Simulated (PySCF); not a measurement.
Excitations are Tamm–Dancoff values on a coarser integration grid. The basis has no diffuse functions, so Rydberg states are missing or too high.

Cartesian coordinates (Å):
SMILES: c12cc(B)sc2c(C=C)ccc1
```xyz
21

B     -3.8964     1.4776     0.3046
C     -2.5427     0.8004     0.1310
C     -2.2968    -0.4974    -0.2802
C     -0.9133    -0.8444    -0.3456
C     -0.3210    -2.0708    -0.7181
C      1.0610    -2.1812    -0.7115
C      1.8705    -1.0906    -0.3411
C      1.3325     0.1426     0.0438
C      2.1599     1.2929     0.4393
C      3.4500     1.2630     0.8021
C     -0.0788     0.2486     0.0316
S     -1.0276     1.6452     0.4617
H     -3.9816     2.6221     0.6743
H     -4.8954     0.8454     0.0627
H     -3.1037    -1.1888    -0.5303
H     -0.9518    -2.9128    -1.0113
H      1.5350    -3.1200    -1.0058
H      2.9558    -1.2056    -0.3715
H      1.6450     2.2604     0.4384
H      4.0214     0.3321     0.8574
H      3.9779     2.1814     1.0684
```
Charge 0, spin multiplicity 1.

### Question
Estimate the HOMO–LUMO gap, S1–T1 gap (TDA) and total energy that TPSSh-D3(BJ)/def2-TZVP // B3LYP-D3(BJ)/def2-SVP in PySCF 2.14.0 returns for this input.

### Answer

```
Item                    Value
---------------  ------------
HOMO–LUMO gap         3.14 eV
S1–T1 gap (TDA)       0.90 eV
total energy     -809.7459 Ha
```
